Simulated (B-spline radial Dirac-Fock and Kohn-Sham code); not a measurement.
**Ionisation energies of rhodium ions, computed and tabulated**

Method: relaxed Dirac-Fock hole states (ΔSCF) with Breit and QED corrections and a finite nucleus. Computed with a radial finite-basis atomic code. Each value is the difference of the configuration-average energies of two neighbouring ions in their tabulated ground configurations. Electron correlation is not included. NIST's values refer to the lowest levels; many for high charge states are themselves semi-empirical or theoretical. Where a p, d or f shell is open in either ion the computed value averages over both j values and all terms, while the table refers to the lowest levels; that difference holds spin-orbit splitting (largest in heavy or highly charged ions), term energies where several electrons share open shells, and correlation, and it can reach 10 % or more.

```tsv
ion	configuration	computed (eV)	NIST (eV)	kind	NIST − computed (eV)
Rh³⁰⁺	[Ne] 3s2 3p3	1757.2	1763 ± 7	semi-empirical	+5.82
Rh³¹⁺	[Ne] 3s2 3p2	1826.3	1851 ± 4	semi-empirical	+24.67
Rh³²⁺	[Ne] 3s2 3p1	1896.4	1903 ± 9	semi-empirical	+6.62
Rh³³⁺	[Ne] 3s2	2056.3	2063 ± 3	semi-empirical	+6.66
Rh³⁴⁺	[Ne] 3s1	2128.4	2129.22 ± 0.07	semi-empirical	+0.80
Rh³⁵⁺	[He] 2s2 2p6	5060.7	5018 ± 3	semi-empirical	-42.69
Rh³⁶⁺	[He] 2s2 2p5	5254.1	5203 ± 8	semi-empirical	-51.14
Rh³⁷⁺	[He] 2s2 2p4	5450.6	5406 ± 11	semi-empirical	-44.58
Rh³⁸⁺	[He] 2s2 2p3	5650.0	5600 ± 40	semi-empirical	-50.01
Rh³⁹⁺	[He] 2s2 2p2	5852.4	5940 ± 7	semi-empirical	+87.57
Rh⁴⁰⁺	[He] 2s2 2p1	6057.8	6161 ± 5	semi-empirical	+103.17
Rh⁴¹⁺	[He] 2s2	6436.8	6444 ± 6	semi-empirical	+7.21
Rh⁴²⁺	[He] 2s1	6623.1	6623.262 ± 0.02	theoretical	+0.20
Rh⁴³⁺	1s2	27484.8	27486.98 ± 0.012	theoretical	+2.13
Rh⁴⁴⁺	1s1	28312.1	28312.03 ± 0.006	theoretical	-0.10
```

Problem. Where in this range is the largest relative jump, and why?

Solution. From Rh⁴²⁺ (6623.1 eV) to Rh⁴³⁺ (27484.8 eV), a factor of 4.15. The configuration goes from [He] 2s1 to 1s2, so the next electron comes out of a deeper subshell.
